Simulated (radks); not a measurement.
The numbers below are computed, except where a source is named.
All-electron atom: the nickel ion Ni3+ in [Ne] 3s1.5 3p6 3d7.5 (fractional occupations, a model configuration). Code: a radial shooting solver on a logarithmic mesh with Libxc functionals. Model: non-relativistic Kohn-Sham, SCAN, spin-polarised, spherical densities, point nucleus; open shells are filled with parallel spins first; meta-GGA in the generalised Kohn-Sham scheme.

Normalised radial functions P(r) = r R(r), r in bohr:

r         3s down    3p up
0.002272   0.0722   0.0012
0.002562   0.0807   0.0016
0.002888   0.0902   0.0020
0.003256   0.1006   0.0025
0.003672   0.1121   0.0031
0.00414    0.1247   0.0040
0.004668   0.1384   0.0050
0.005263   0.1534   0.0063
0.005934   0.1696   0.0080
0.00669    0.1871   0.0100
0.007543   0.2057   0.0126
0.008505   0.2254   0.0158
0.009589   0.2460   0.0197
0.01081    0.2673   0.0247
0.01209    0.2874   0.0303
0.01363    0.3090   0.0377
0.01537    0.3298   0.0468
0.01733    0.3492   0.0579
0.01954    0.3663   0.0714
0.02204    0.3799   0.0876
0.02484    0.3886   0.1071
0.02801    0.3909   0.1303
0.03158    0.3851   0.1576
0.03561    0.3695   0.1894
0.04015    0.3420   0.2260
0.04527    0.3011   0.2675
0.05104    0.2453   0.3137
0.05755    0.1736   0.3639
0.06489    0.0858   0.4175
0.07316   -0.0169   0.4724
0.08249   -0.1315   0.5261
0.093     -0.2538   0.5751
0.1049    -0.3773   0.6154
0.1182    -0.4935   0.6415
0.1333    -0.5921   0.6478
0.1503    -0.6604   0.6283
0.1695    -0.6871   0.5771
0.1911    -0.6615   0.4893
0.2154    -0.5758   0.3626
0.2429    -0.4275   0.1977
0.2739    -0.2206  -0.0016
0.3088     0.0366  -0.2277
0.3482     0.3210  -0.4643
0.3925     0.6109  -0.6969
0.4426     0.8773  -0.9061
0.499      1.0919  -1.0748
0.5582     1.2292  -1.1821
0.6293     1.2943  -1.2328
0.7096     1.2725  -1.2158
0.8        1.1745  -1.1374
0.902      1.0198  -1.0105
1.017      0.8329  -0.8523
1.147      0.6374  -0.6810
1.293      0.4584  -0.5139
1.458      0.3080  -0.3665
1.644      0.1912  -0.2444
1.853      0.1090  -0.1513
2.089      0.0566  -0.0863
2.356      0.0265  -0.0450
2.656      0.0110  -0.0212
2.995      0.0040  -0.0089
3.377      0.0013  -0.0033

3s down: eigenvalue -149.04 eV, 2 radial nodes at r = 0.0718, 0.304 bohr, <r> = 0.746 bohr, 90 % of the charge inside 1.11 bohr. 3p up: eigenvalue -115.11 eV, 1 radial node at r = 0.274 bohr, <r> = 0.769 bohr, 90 % of the charge inside 1.18 bohr.
